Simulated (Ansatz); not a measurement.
Al5As4H16⁻, a cluster cut from zinc blende AlAs (hydrogen-capped). The state is a triplet with charge -1. Geometry PBE-D4/def2-SVP, that of the charge -1 singlet.

```xyz
25

As    1.984    0.967    0.001
As    0.507   -2.519   -0.337
As   -1.081    0.725    2.243
As   -1.524    0.469   -1.526
Al    1.281    1.662    2.294
Al    2.779   -1.395   -0.152
Al    0.577    1.810   -1.916
Al   -1.381   -1.986   -1.954
Al   -2.879    1.079    0.481
H     3.295    1.742   -0.163
H    -0.099   -2.529    1.066
H     0.750   -4.028   -0.406
H    -1.715    1.023    3.603
H    -0.966   -0.784    2.460
H    -2.443    0.924   -2.664
H     2.084    0.887    3.458
H     1.086    3.258    2.408
H     3.468   -1.915    1.211
H     3.503   -1.699   -1.559
H     1.249    1.347   -3.308
H     0.256    3.374   -1.690
H    -0.775   -2.311   -3.412
H    -2.689   -2.788   -1.454
H    -3.201    2.658    0.536
H    -4.065    0.028    0.781
```

Single mean-field runs in def2-TZVP are fitted with def2-universal-jkfit. At PBE-D4/def2-TZVP, PBE0-D4/def2-TZVP the highest occupied level of the charge -1 triplet lies above zero (up to 0.85 eV). By energy differences its removal costs 0.89 eV (vertical, to the charge 0 doublet, at PBE-D4/def2-TZVP); self-interaction error and the lack of diffuse functions both raise the level. At PBE-D4/def2-TZVP the gap within one spin of the charge -1 triplet nearly closes, so an electron or hole may be smeared out by delocalisation error. At PBE0-D4/def2-TZVP a singlet of charge -1 lies 4.80 eV below the triplet at the same geometry.

(1) Estimate the α-spin orbital energies around the gap (eV) in Ansatz with PBE-D4/def2-TZVP, PBE0-D4/def2-TZVP.

Answers

(1) 
```
orbital  PBE-D4/def2-TZVP  PBE0-D4/def2-TZVP
 HOMO−5             -3.73              -4.96
 HOMO−4             -3.62              -4.77
 HOMO−3             -3.60              -4.62
 HOMO−2             -3.56              -4.61
 HOMO−1             -3.48              -4.58
   HOMO              0.85               0.38
   LUMO              1.49               2.16
 LUMO+1              1.63               2.22
 LUMO+2              1.81               2.52
 LUMO+3              1.83               2.57
 LUMO+4              2.07               2.80
 LUMO+5              2.32               2.91
 β HOMO             -3.37              -4.37
 β LUMO             -3.36              -3.24
```
